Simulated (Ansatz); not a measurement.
Basis-set series for `N[C@H]1O[Si@@H]1[SiH3]`. The species carries charge 0 and has multiplicity 1. The structure was optimised at the PBE0-D4/def2-TZVP level. It is one conformer, not always the lowest.

```json
{"functional": "PBE0-D4", "basis": "def2-SVP", "functions": "113", "energy (Eh)": "-750.50616", "HOMO (eV)": "-6.77", "LUMO (eV)": "-0.68"}
{"functional": "PBE0-D4", "basis": "def2-TZVPP", "functions": "275", "energy (Eh)": "-750.91780", "HOMO (eV)": "-6.90", "LUMO (eV)": "-0.95"}
{"functional": "ωB97M-V", "basis": "def2-SVP", "functions": "113", "energy (Eh)": "-750.81319", "HOMO (eV)": "-8.97", "LUMO (eV)": "1.23"}
{"functional": "ωB97M-V", "basis": "def2-TZVPP", "functions": "275", "energy (Eh)": "-751.23275", "HOMO (eV)": "-9.11", "LUMO (eV)": "0.84"}
```

Give the rows for def2-QZVPP. (Best estimate.)

The calculation gave: 
```
functional       basis  functions  energy (Eh)  HOMO (eV)  LUMO (eV)
   PBE0-D4  def2-QZVPP        521   -750.94762      -6.94      -1.02
   ωB97M-V  def2-QZVPP        521   -751.26088      -9.15       0.68
```

Positive LUMOs are unbound and depend on the basis.

All numbers were calculated with Ansatz.
